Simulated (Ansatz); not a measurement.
Ni₂Pt, relaxed as a singlet with RKS PBE-D4/def2-TZVP in Ansatz, starting from the GFN1-xTB geometry. Force threshold 0.02 eV/Å.

In the def2 sets Pt takes a core potential; there is no spin–orbit coupling. An occupied level of the charge 0 singlet lies above an empty one (by up to 0.51 eV), so this SCF solution is probably not the lowest. This restricted singlet of an open-shell metal (gap down to -0.51 eV) wasn't tested against broken symmetry. The relaxation made no stability test and no search for a lower SCF solution. No other spin state of charge 0 was run. Another isomer (triplet) lies 2.86 eV lower at PBE0-D4/def2-TZVP; other spin states weren't run for this one.

Start:

```xyz
3

Pt   -0.001    0.000    0.001
Ni    0.223   -2.058   -0.235
Ni   -0.222    2.058    0.234
```

```json
{"step": "1", "energy (eV)": "-85321.7116", "largest force component (eV/Å)": "3.392", "SCF passes": "220"}
{"step": "2", "energy (eV)": "-85322.5277", "largest force component (eV/Å)": "0.605", "SCF passes": "72"}
{"step": "3", "energy (eV)": "-85322.7258", "largest force component (eV/Å)": "0.536", "SCF passes": "73"}
{"step": "4", "energy (eV)": "-85322.8767", "largest force component (eV/Å)": "0.499", "SCF passes": "51"}
{"step": "5", "energy (eV)": "-85322.9486", "largest force component (eV/Å)": "0.367", "SCF passes": "54"}
{"step": "6", "energy (eV)": "-85322.9602", "largest force component (eV/Å)": "0.114", "SCF passes": "38"}
{"step": "7", "energy (eV)": "-85322.9614", "largest force component (eV/Å)": "0.011", "SCF passes": "31"}
```

Force components are those of the run's own axes.

End:

| atom | x (Å) | y (Å) | z (Å) |
| --- | --- | --- | --- |
| Pt1 | -0.489 | -0.122 | 0.601 |
| Ni2 | 0.451 | -1.851 | -0.519 |
| Ni3 | 0.037 | 1.973 | -0.082 |

By distances, no bond broke or formed. The bond that changes most is Pt1–Ni2, from 2.08 to 2.26 Å (atoms count from 1).

No frequencies were taken in this run, so the end may be a saddle point.

It took 14 s on 4 threads of AMD EPYC 7B13 on a shared host.
